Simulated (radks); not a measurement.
Task: All-electron atom: the manganese ion Mn2+ in [Ar] 3d5. Method: scalar-relativistic Kohn-Sham, r2SCAN, spin-polarised, spherical densities, finite nucleus; open shells are filled with parallel spins first; meta-GGA in the generalised Kohn-Sham scheme; Fermi nuclear charge, rms radius 3.7057 fm; computed with a radial shooting solver on a logarithmic mesh with Libxc functionals. Some entries of the table are withheld. Estimate them.

| orbital | occ. | eigenvalue (eV) | <r^2> (bohr^2) |
|---|---|---|---|
| 1s down | 1 | -6469.613 | 0.004991 |
| 1s up | 1 | -6469.567 | 0.004991 |
| 2s up | 1 | -770.2012 | 0.09207 |
| 2s down | 1 | -767.4227 | 0.09155 |
| 2p up | 3 | (1) | 0.07524 |
| 2p down | 3 | (2) | 0.07469 |
| 3s up | 1 | -108.7641 | (3) |
| 3s down | 1 | -101.9072 | (4) |
| 3p up | 3 | -76.2175 | 0.9591 |
| 3p down | 3 | -69.3772 | 0.9752 |
| 3d up | 5 | -26.1862 | (5) |
| 3d down | 0 | -19.4023 | (6) |

Result: 
(1) 2p up eigenvalue (eV): -653.3853
(2) 2p down eigenvalue (eV): -651.2705
(3) 3s up <r^2> (bohr^2): 0.8359
(4) 3s down <r^2> (bohr^2): 0.8460
(5) 3d up <r^2> (bohr^2): 1.603
(6) 3d down <r^2> (bohr^2): 1.819
